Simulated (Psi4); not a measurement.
AlF2, doublet, geometry from GFN2-xTB (such geometries of metal compounds can be far from the true shape), with bond 2-1 at 1.25 times its length.

Input for Psi4:
```
memory 2 GB

molecule mol {
0 2
  Al   -0.004514    0.349223    0.001953
  F     1.944684   -0.377506   -0.002052
  F    -1.548323   -0.272273   -0.001571
}

set basis 3-21g
set reference uhf
set stability_analysis check
set scf_type pk

energy('scf')
print_variables()
```

Problem. What is the computed total energy (HF/3-21G in Psi4 1.11)?

Solution. -438.4363 Eh

Problem. Give the <S^2> at the level HF/3-21G.

Solution. 0.777

Problem. What is the computed nuclear repulsion energy (HF/3-21G)?

Solution. 79.2309 Eh

Problem. What is the computed dipole moment (HF/3-21G)?

Solution. 1.91 D

These values belong to the state on which the SCF converged, which isn't shown to be the lowest.
